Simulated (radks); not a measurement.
Ce II, configuration [Xe] 4f1 5d1.5 6p0.5 (fractional occupations, a model configuration).

Method: scalar-relativistic Kohn-Sham, Wu-Cohen GGA, spin-polarised, spherical densities, finite nucleus; open shells are filled with parallel spins first (spin-orbit coupling, left out, can overturn this in heavy ions); Fermi nuclear charge, rms radius 4.8771 fm; computed with a radial shooting solver on a logarithmic mesh with Libxc functionals.

Energy parts (hartree):
total: -8858.9211
kinetic: 9388.5427
electron-nucleus: -21448.3061
Hartree: 3409.0864
exchange-correlation: -208.2442

Orbitals (lengths in bohr, moments of r in powers of bohr):
| orbital | occ. | eigenvalue (hartree) | <1/r> | <r> |
|---|---|---|---|---|
| 1s up | 1 | -1479.795 | 63.33 | 0.02458 |
| 1s down | 1 | -1479.795 | 63.33 | 0.02458 |
| 2s up | 1 | -237.1034 | 14.60 | 0.1052 |
| 2s down | 1 | -237.1017 | 14.60 | 0.1052 |
| 2p up | 3 | -212.4204 | 13.83 | 0.09236 |
| 2p down | 3 | -212.4191 | 13.83 | 0.09236 |
| 3s up | 1 | -51.20836 | 5.298 | 0.2788 |
| 3s down | 1 | -51.19837 | 5.298 | 0.2787 |
| 3p up | 3 | -43.35542 | 5.017 | 0.2768 |
| 3p down | 3 | -43.34542 | 5.018 | 0.2767 |
| 3d up | 5 | -32.18190 | 4.759 | 0.2537 |
| 3d down | 5 | -32.17342 | 4.760 | 0.2536 |
| 4s up | 1 | -10.52520 | 2.212 | 0.6374 |
| 4s down | 1 | -10.49573 | 2.212 | 0.6373 |
| 4p up | 3 | -7.96074 | 2.040 | 0.6749 |
| 4p down | 3 | -7.93114 | 2.040 | 0.6748 |
| 4d up | 5 | -4.26775 | 1.778 | 0.7445 |
| 4d down | 5 | -4.23782 | 1.779 | 0.7443 |
| 4f up | 1 | -0.41010 | 1.206 | 1.106 |
| 4f down | 0 | -0.37713 | 1.212 | 1.096 |
| 5s up | 1 | -1.70502 | 0.8713 | 1.520 |
| 5s down | 1 | -1.66977 | 0.8736 | 1.516 |
| 5p up | 3 | -1.06924 | 0.7414 | 1.764 |
| 5p down | 3 | -1.03050 | 0.7453 | 1.755 |
| 5d up | 1.5 | -0.32299 | 0.4738 | 2.733 |
| 5d down | 0 | -0.27460 | 0.4798 | 2.704 |
| 6p up | 0.5 | -0.20871 | 0.2528 | 4.969 |

The highest occupied level is 6p up at -5.679 eV. The configuration is held as typed, so some empty levels lie below it. Spin moment in Bohr magnetons: 3. The electron density at the nucleus is 3.974e+05 e/bohr^3 (large components only). The spin density at the nucleus is -2.531 e/bohr^3 (1s -0.016, 2s -0.190, 3s -1.185, 4s -0.134, 5s -1.007). The density falls to 0.001 e/bohr^3 at r = 4.58 bohr. Summed over all electrons, <r^2> = 66.87 bohr^2, which gives a Langevin (diamagnetic) susceptibility term of -53 x 10^-6 cm^3/mol.
